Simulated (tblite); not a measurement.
Compound: C3H13BO2Si3.
Atom-mapped SMILES: `[CH3:1][C@@H:2]1[CH2:3][SiH2:4][O:5][Si@H:6]1[BH:7][O:8][SiH3:9]` (hydrogens: H10, H11, H12 on C1; H13 on C2; H14, H15 on C3; H16, H17 on Si4; H18 on Si6; H19 on B7; H20, H21, H22 on Si9)

Computed with GFN2-xTB (tblite), gas phase: L-BFGS steps from a force-field or distance-geometry start until the largest atomic force falls under 0.01 eV/Å.

Step 25: E = -756.3310 eV
```
atom  x, y, z in Å  |  force x, y, z in eV/Å
C1     -1.6956   -1.8875   -0.8820   -0.064  -0.046  -0.057
C2     -1.0180   -0.6747   -0.2590   -0.004  -0.012   0.019
C3     -2.0102    0.2694    0.4332   -0.026   0.070   0.032
Si4    -1.1536    1.9623    0.6092    0.039   0.055  -0.002
O5     -0.0822    1.8296   -0.6173   -0.016  -0.002  -0.043
Si6     0.0312    0.4130   -1.4674    0.069  -0.035   0.060
B7      1.8804   -0.2498   -1.4731   -0.038   0.004   0.006
O8      2.6740   -0.0395   -0.4442    0.032  -0.120  -0.038
Si9     3.2155    0.1936    1.0571    0.001  -0.049  -0.012
H10    -2.2814   -2.4446   -0.1534   -0.026   0.016   0.105
H11    -2.3613   -1.5837   -1.6823   -0.099   0.061  -0.093
H12    -0.9606   -2.5673   -1.3055    0.093  -0.002  -0.012
H13    -0.3382   -1.0514    0.5149    0.092   0.018   0.031
H14    -2.8876    0.3771   -0.2065   -0.053   0.021  -0.003
H15    -2.3583   -0.1518    1.3765   -0.032  -0.032   0.006
H16    -1.9967    3.1167    0.3088   -0.004  -0.058   0.008
H17    -0.3568    2.1390    1.8246   -0.049  -0.037   0.003
H18    -0.7748    0.6650   -2.6816    0.070  -0.041   0.059
H19     2.2823   -0.9571   -2.3419    0.072   0.117   0.062
H20     2.1608    0.5924    1.9939   -0.015   0.068  -0.076
H21     3.7384   -1.1106    1.4748    0.001  -0.047  -0.020
H22     4.2822    1.1792    0.9135   -0.044   0.052  -0.033
```

Step 26: E = -756.3379 eV
```
atom  x, y, z in Å  |  force x, y, z in eV/Å
C1     -1.6990   -1.8872   -0.8836   -0.041  -0.024  -0.030
C2     -1.0216   -0.6757   -0.2612    0.046   0.065   0.049
C3     -2.0074    0.2720    0.4327   -0.078   0.066   0.041
Si4    -1.1520    1.9639    0.6107    0.027   0.005  -0.039
O5     -0.0800    1.8293   -0.6146   -0.006  -0.010  -0.061
Si6     0.0320    0.4109   -1.4634    0.043  -0.006  -0.002
B7      1.8798   -0.2534   -1.4672   -0.004   0.027  -0.017
O8      2.6816   -0.0665   -0.4409    0.000  -0.071  -0.011
Si9     3.2154    0.1906    1.0596    0.004  -0.073   0.028
H10    -2.2795   -2.4412   -0.1507   -0.070  -0.024   0.116
H11    -2.3656   -1.5852   -1.6831   -0.106   0.060  -0.097
H12    -0.9619   -2.5647   -1.3042    0.103  -0.031  -0.038
H13    -0.3392   -1.0482    0.5116    0.092  -0.023   0.049
H14    -2.8850    0.3796   -0.2053   -0.081   0.035  -0.022
H15    -2.3581   -0.1421    1.3777   -0.025  -0.069   0.015
H16    -2.0038    3.1088    0.3058   -0.002  -0.022   0.013
H17    -0.3606    2.1294    1.8289   -0.029  -0.012   0.024
H18    -0.7723    0.6587   -2.6856    0.115  -0.040   0.124
H19     2.2876   -0.9359   -2.3490    0.063   0.066   0.004
H20     2.1602    0.6077    1.9934    0.032   0.020  -0.108
H21     3.7445   -1.1168    1.4729   -0.034   0.035  -0.007
H22     4.2744    1.1853    0.9078   -0.051   0.026  -0.030
```

**Question.** Estimate the geometry and energy of step 27. (The exact step hangs on the optimiser's Hessian estimate; all steps are aligned on step 26, rigid shifts and turns removed.)

**Answer.** E = -756.3422 eV, largest force 0.184 eV/Å
```
atom  x, y, z in Å  |  force x, y, z in eV/Å
C1     -1.7023   -1.8877   -0.8853   -0.015   0.005   0.008
C2     -1.0238   -0.6757   -0.2619    0.052   0.077   0.057
C3     -2.0071    0.2746    0.4333   -0.087   0.029   0.023
Si4    -1.1498    1.9648    0.6101    0.010  -0.034  -0.045
O5     -0.0777    1.8298   -0.6147   -0.003  -0.007  -0.055
Si6     0.0333    0.4095   -1.4603    0.015  -0.002  -0.026
B7      1.8780   -0.2565   -1.4623    0.057   0.012  -0.093
O8      2.6852   -0.0871   -0.4385    0.005  -0.034   0.064
Si9     3.2156    0.1872    1.0617   -0.001  -0.076   0.014
H10    -2.2796   -2.4391   -0.1466   -0.066  -0.025   0.068
H11    -2.3707   -1.5856   -1.6855   -0.067   0.036  -0.047
H12    -0.9611   -2.5635   -1.3041    0.057  -0.019  -0.034
H13    -0.3375   -1.0460    0.5096    0.055  -0.040   0.042
H14    -2.8848    0.3821   -0.2047   -0.080   0.039  -0.019
H15    -2.3589   -0.1384    1.3786   -0.019  -0.071   0.012
H16    -2.0070    3.1026    0.3039   -0.012   0.019   0.007
H17    -0.3646    2.1238    1.8311   -0.006   0.003   0.043
H18    -0.7691    0.6551   -2.6851    0.125  -0.035   0.131
H19     2.2934   -0.9184   -2.3570    0.034   0.055   0.003
H20     2.1618    0.6183    1.9932    0.050  -0.009  -0.122
H21     3.7491   -1.1202    1.4750   -0.050   0.074   0.000
H22     4.2676    1.1897    0.9016   -0.053   0.004  -0.029
```

The energy changes by -0.0044 eV. The first-order estimate −F·Δx gives -0.0061 eV and the mean of the old and new forces, exact on a quadratic surface, -0.0044 eV. The step makes an angle of 68° with the force vector and moves no atom by more than 0.021 Å.

What follows is the cost of the whole relaxation. Time: 1.9 s wall. Hardware: Intel Xeon Platinum 8259CL at 2.50 GHz, one thread, shared host with 32 logical CPUs at a one-minute load of 13.
